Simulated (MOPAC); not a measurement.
Job for MOPAC: AM1 on BGeH5O (SMILES O[BH][GeH3]), a point of a torsion scan.

```
AM1 1SCF PRECISE CHARGE=0 THREADS=1
BGeH5O

O      1.57966921 1     0.76182289 1    -0.17452585 1
B      0.87993063 1    -0.32237987 1     0.12713960 1
Ge    -1.12614249 1    -0.07411995 1    -0.02650529 1
H      2.53786131 1     0.74009593 1    -0.13153694 1
H      1.40435096 1    -1.32957039 1     0.45198492 1
H     -1.61022088 1     0.30591285 1    -1.39022152 1
H     -1.69152989 1     1.02172832 1     0.82048867 1
H     -1.99296742 1    -1.24580695 1     0.31993775 1
```

It printed:

```
*******************************************************************************
 **                                                                           **
 **                              MOPAC v23.2.5                                **
 **                                                                           **
 *******************************************************************************
 ** MOPAC's Digital Object Identifier: https://doi.org/10.5281/zenodo.6511958 **
 **                                                                           **
 ** Please cite the open-source release paper for use of this MOPAC version:  **
 ** J. E. Moussa and J. J. P. Stewart (2026)                                  **
 ** MOPAC: An open-source semiempirical molecular orbital program             **
 ** J. Open Source Softw., 11(119), 8025, https://doi.org/10.21105/joss.08025 **
 *******************************************************************************

                              AM1 CALCULATION RESULTS

 *******************************************************************************
 *  AM1        - The AM1 Hamiltonian to be used
 *
 *
 *
 *                 CHARGE ON SYSTEM = 0
 *
 *
 *
 *  PRECISE    - TIGHTER CRITERIA TO BE USED
 *  1SCF       - DO 1 SCF AND THEN STOP
 *  THREADS=1  - MULTI-THREADING NOT USED
 *  T=         - A TIME OF 172800.0 SECONDS REQUESTED
 *  DUMP=N     - RESTART FILE WRITTEN EVERY 7200.0 SECONDS REQUESTED
 *******************************************************************************
AM1 1SCF PRECISE CHARGE=0 THREADS=1
 BGeH5O

   ATOM   CHEMICAL          X               Y               Z
  NUMBER   SYMBOL      (ANGSTROMS)     (ANGSTROMS)     (ANGSTROMS)

     1       O          1.57966921  *   0.76182289  *  -0.17452585  *
     2       B          0.87993063  *  -0.32237987  *   0.12713960  *
     3      Ge         -1.12614249  *  -0.07411995  *  -0.02650529  *
     4       H          2.53786131  *   0.74009593  *  -0.13153694  *
     5       H          1.40435096  *  -1.32957039  *   0.45198492  *
     6       H         -1.61022088  *   0.30591285  *  -1.39022152  *
     7       H         -1.69152989  *   1.02172832  *   0.82048867  *
     8       H         -1.99296742  *  -1.24580695  *   0.31993775  *



          CARTESIAN COORDINATES

    NO.       ATOM           X           Y           Z

     1         O          1.5797      0.7618     -0.1745
     2         B          0.8799     -0.3224      0.1271
     3        Ge         -1.1261     -0.0741     -0.0265
     4         H          2.5379      0.7401     -0.1315
     5         H          1.4044     -1.3296      0.4520
     6         H         -1.6102      0.3059     -1.3902
     7         H         -1.6915      1.0217      0.8205
     8         H         -1.9930     -1.2458      0.3199

  H: (AM1): M.J.S. DEWAR ET AL, J. AM. CHEM. SOC. 107 3902-3909 (1985)
  B: (AM1): M.J.S. DEWAR ET AL, ORGANOMETALLICS, 7, 513-521 (1988)
  O: (AM1): M.J.S. DEWAR ET AL, J. AM. CHEM. SOC. 107 3902-3909 (1985)
 Ge: (AM1): M.J.S.Dewar and C.Jie, Organometallics, 8, 1544, (1989)

           Empirical Formula: H5 O B Ge  =     8 atoms



      MOLECULAR POINT GROUP   :   Cs


      RHF CALCULATION, NO. OF DOUBLY OCCUPIED LEVELS = 9


 -------------------------------------------------------------------------------
 AM1 1SCF PRECISE CHARGE=0 THREADS=1
 BGeH5O



     1SCF WAS SPECIFIED, SO BFGS WAS NOT USED
     SCF FIELD WAS ACHIEVED


                              AM1 CALCULATION
                                                       MOPAC v23.2.5 Linux




          FINAL HEAT OF FORMATION =        -41.84332 KCAL/MOL =    -175.07246 KJ/MOL


          COSMO AREA              =        108.06 SQUARE ANGSTROMS
          COSMO VOLUME            =         94.76 CUBIC ANGSTROMS

          IONIZATION POTENTIAL    =          9.951871 EV
          HOMO LUMO ENERGIES (EV) =         -9.952  0.517
          NO. OF FILLED LEVELS    =          9
          MOLECULAR WEIGHT        =        104.4389         POINT GROUP:  Cs

          MOLECULAR DIMENSIONS (Angstroms)

            Atom       Atom       Distance
            H     8    H     4     4.96750
            H     5    H     7     3.40193
            H     6    H     5     2.17779


          SCF CALCULATIONS        =          1





   ATOM   CHEMICAL          X               Y               Z
  NUMBER   SYMBOL      (ANGSTROMS)     (ANGSTROMS)     (ANGSTROMS)

     1       O          1.57966921  *   0.76182289  *  -0.17452585  *
     2       B          0.87993063  *  -0.32237987  *   0.12713960  *
     3      Ge         -1.12614249  *  -0.07411995  *  -0.02650529  *
     4       H          2.53786131  *   0.74009593  *  -0.13153694  *
     5       H          1.40435096  *  -1.32957039  *   0.45198492  *
     6       H         -1.61022088  *   0.30591285  *  -1.39022152  *
     7       H         -1.69152989  *   1.02172832  *   0.82048867  *
     8       H         -1.99296742  *  -1.24580695  *   0.31993775  *

                             CARTESIAN COORDINATES

   1    O        1.579669210     0.761822890    -0.174525850
   2    B        0.879930630    -0.322379870     0.127139600
   3   Ge       -1.126142490    -0.074119950    -0.026505290
   4    H        2.537861310     0.740095930    -0.131536940
   5    H        1.404350960    -1.329570390     0.451984920
   6    H       -1.610220880     0.305912850    -1.390221520
   7    H       -1.691529890     1.021728320     0.820488670
   8    H       -1.992967420    -1.245806950     0.319937750


           Empirical Formula: H5 O B Ge  =     8 atoms



      MOLECULAR POINT GROUP   :   Cs


                  EIGENVALUES
 -38.21240 -22.35336 -17.76634 -15.46654 -14.10522 -13.39112 -11.27438 -11.27271
  -9.95187   0.51686   1.01521   1.12098   2.41371   3.14863   3.97650   4.75323
   7.45247


              NET ATOMIC CHARGES AND DIPOLE CONTRIBUTIONS

  ATOM NO.   TYPE          CHARGE      No. of ELECS.   s-Pop       p-Pop
    1          O          -0.314141        6.3141     1.82344     4.49070
    2          B           0.194311        2.8057     1.25510     1.55059
    3         Ge          -0.066705        4.0667     0.92234     3.14436
    4          H           0.223169        0.7768     0.77683
    5          H          -0.061861        1.0619     1.06186
    6          H           0.010535        0.9895     0.98947
    7          H           0.010642        0.9894     0.98936
    8          H           0.004049        0.9960     0.99595
 DIPOLE           X         Y         Z       TOTAL
 POINT-CHG.     0.895    -0.195     0.093     0.921
 HYBRID         0.512    -0.070     0.039     0.518
 SUM            1.406    -0.265     0.132     1.437


          ATOMIC ORBITAL ELECTRON POPULATIONS

     Atom    s        px        py        pz
    1  O   1.82344   1.23341   1.51522   1.74207
    2  B   1.25510   0.65169   0.62058   0.27832
    3 Ge   0.92234   1.05112   1.04261   1.05063
    4  H   0.77683
    5  H   1.06186
    6  H   0.98947
    7  H   0.98936
    8  H   0.99595

 **********************
 *                    *
 * JOB ENDED NORMALLY *
 *                    *
 **********************




 == MOPAC DONE ==
```

The run finished.

Cost: around 0.020 core-seconds (rough).
